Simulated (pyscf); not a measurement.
PySCF, gas phase, ωB97X-D3(BJ)/def2-SVP geometries. MP2 and CC: frozen core, UHF for open shells. ΔMP2 is the change of the MP2 total energy from the triple- to the quadruple-zeta basis.

Problem. What is the homolytic dissociation enthalpy (298 K, CCSD(T)/def2-TZVPP + ΔMP2(QZVPP)) of the B–B bond of H₂B–BH₂, to BH₂• + BH₂•?

Solution. B–B to BH₂• + BH₂•: 104.4 kcal/mol. The radicals are drawn with the spin at the cut bond; how far it spreads was not checked. The CCSD(T) − MP2 part came from Ansatz, without density fitting, on the same reference.
